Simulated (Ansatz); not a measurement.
Ansatz (an electronic-structure program) input (B3LYP-D3(BJ)/def2-TZVP):

Ansatz 0.2 input:
```yaml
crystal:
  periodic: [false, false, false]
  atoms:
    - {symbol: Si, position_ang: [-0.02822222, -0.01330934, 0.01560434]}
    - {symbol: S, position_ang: [1.85618919, 0.71596000, -0.12358342]}
    - {symbol: H, position_ang: [-0.35054113, -0.60639502, 1.33729396]}
    - {symbol: H, position_ang: [-1.08846490, 1.00154177, -0.20492924]}
    - {symbol: H, position_ang: [-0.33519039, -1.08947667, -0.95940965]}
basis:
  gaussian:
    orbitals: def2-TZVP
hamiltonian:
  xc: b3lyp
  dispersion: d3bj
total_charge: -1
relax: {f_tol: 0.002, max_steps: 150}
```

Output:

```
Functional definition: B3LYP
integrals: 0.02 GiB planned
664 factors; their error is unknown
mean field: 0.23 GiB planned
mean field evaluation 1: about -18765.3417 eV, gradient 9.9e0 eV
mean field evaluation 2: about -18765.5119 eV, gradient 6.3e0 eV
mean field evaluation 4: about -18765.5992 eV, gradient 4.2e-1 eV
mean field evaluation 8: about -18765.6435 eV, gradient 1.4e-2 eV
mean field -18765.64347105 eV, -689.6246777512 hartree, gradient 1.7e-5 eV, S^2 0.000000; 0 other end points of the search recorded, 0 dependent functions left out
the calculation of the forces begins
reference -18765.64368723 eV, -689.6246856957 hartree; 17, 17 occupied and 75, 75 virtual orbitals, 664 factors
relax step   1: F+E_penalty+E_count = -18765.80836744 eV  Δ(F+E_penalty+E_count) = +0.000e0 eV  max|allowed force component| = 5.712e-1 eV/Å  Δτ_max = 0.0000 Å  (23 SCF iters, accepted)
these checks for a lower state are left out or cut short: starts, cluster_reference, orbital_swaps, neighbouring_geometries, increment
integrals: 0.02 GiB planned
664 factors; their error is unknown
mean field: 0.23 GiB planned
mean field evaluation 16: about -18765.6840 eV, gradient 8.7e-2 eV
mean field -18765.68396126 eV, -689.6261657390 hartree, gradient 4.6e-5 eV, S^2 0.000000; 0 other end points of the search recorded, 0 dependent functions left out
the calculation of the forces begins
reference -18765.68417822 eV, -689.6261737121 hartree; 17, 17 occupied and 75, 75 virtual orbitals, 664 factors
relax step   2: F+E_penalty+E_count = -18765.84629635 eV  Δ(F+E_penalty+E_count) = -3.793e-2 eV  max|allowed force component| = 2.901e-1 eV/Å  Δτ_max = 0.0865 Å  (25 SCF iters, accepted)
these checks for a lower state are left out or cut short: starts, cluster_reference, orbital_swaps, neighbouring_geometries, increment
integrals: 0.02 GiB planned
664 factors; their error is unknown
mean field: 0.23 GiB planned
mean field -18765.69332363 eV, -689.6265097996 hartree, gradient 4.8e-5 eV, S^2 0.000000; 0 other end points of the search recorded, 0 dependent functions left out
the calculation of the forces begins
reference -18765.69354058 eV, -689.6265177723 hartree; 17, 17 occupied and 75, 75 virtual orbitals, 664 factors
relax step   3: F+E_penalty+E_count = -18765.85631535 eV  Δ(F+E_penalty+E_count) = -1.002e-2 eV  max|allowed force component| = 6.357e-2 eV/Å  Δτ_max = 0.0276 Å  (25 SCF iters, accepted)
these checks for a lower state are left out or cut short: starts, cluster_reference, orbital_swaps, neighbouring_geometries, increment
integrals: 0.02 GiB planned
664 factors; their error is unknown
mean field: 0.23 GiB planned
mean field -18765.69342514 eV, -689.6265135300 hartree, gradient 8.7e-5 eV, S^2 0.000000; 0 other end points of the search recorded, 0 dependent functions left out
the calculation of the forces begins
reference -18765.69364207 eV, -689.6265215020 hartree; 17, 17 occupied and 75, 75 virtual orbitals, 664 factors
relax step   4: F+E_penalty+E_count = -18765.85643705 eV  Δ(F+E_penalty+E_count) = -1.217e-4 eV  max|allowed force component| = 1.994e-2 eV/Å  Δτ_max = 0.0018 Å  (19 SCF iters, accepted)
these checks for a lower state are left out or cut short: starts, cluster_reference, orbital_swaps, neighbouring_geometries, increment
integrals: 0.02 GiB planned
664 factors; their error is unknown
mean field: 0.23 GiB planned
mean field -18765.69342227 eV, -689.6265134246 hartree, gradient 2.2e-5 eV, S^2 0.000000; 0 other end points of the search recorded, 0 dependent functions left out
the calculation of the forces begins
reference -18765.69363920 eV, -689.6265213965 hartree; 17, 17 occupied and 75, 75 virtual orbitals, 664 factors
relax step   5: F+E_penalty+E_count = -18765.85644542 eV  Δ(F+E_penalty+E_count) = -8.370e-6 eV  max|allowed force component| = 3.859e-4 eV/Å  Δτ_max = 0.0005 Å  (19 SCF iters, accepted)
integrals: 0.02 GiB planned
664 factors; their error is unknown
mean field: 0.23 GiB planned
mean field evaluation 32: about -18765.6494 eV, gradient 8.4e-2 eV
mean field -18765.69342227 eV, -689.6265134246 hartree, gradient 2.2e-5 eV, S^2 0.000000; 1 other end points of the search recorded, 0 dependent functions left out
the calculation of the forces begins
reference -18765.69363920 eV, -689.6265213965 hartree; 17, 17 occupied and 75, 75 virtual orbitals, 664 factors
Total energy: -18765.85666234 eV, -689.6325123866 hartree
Atom 0 at     0.008904     0.000948     0.013133 Å, force     0.000386     0.000154    -0.000031 eV/Å
Atom 1 at     1.911345     0.737429    -0.128192 Å, force    -0.000010    -0.000004     0.000002 eV/Å
Atom 2 at    -0.382437    -0.617624     1.336634 Å, force    -0.000080    -0.000119     0.000248 eV/Å
Atom 3 at    -1.117802     0.986694    -0.201982 Å, force    -0.000217     0.000179    -0.000039 eV/Å
Atom 4 at    -0.366240    -1.099126    -0.954617 Å, force    -0.000079    -0.000210    -0.000180 eV/Å
Dipole moment:    -0.265005    -0.102589     0.019684 e Å
```

It need not be the lowest isomer of its formula. Whether it binds its extra electron was not tested at this geometry.
